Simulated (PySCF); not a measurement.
Electron correlation in Al⁻ (aluminium, charge -1)

[Ne] 3s2 3p2, high-spin 3P determinant. All numbers are calculated (PySCF 2.14, no relativity, point nucleus, in aug-cc-pwCVTZ (8s7p5d3f, 75 functions)). Frozen: [Ne]; 4 electrons correlated.

| level | correlation energy (mhartree) |
| --- | --- |
| CCSD | -64.58 |
| (T) | -3.07 |
| CCSD(T) | -67.65 |

Diagnostics: T1 = 0.018, D1 = 0.0420, largest double amplitude 0.094.

Cost of the coupled-cluster step: roughly 12 core-seconds, for 4 correlated electrons.
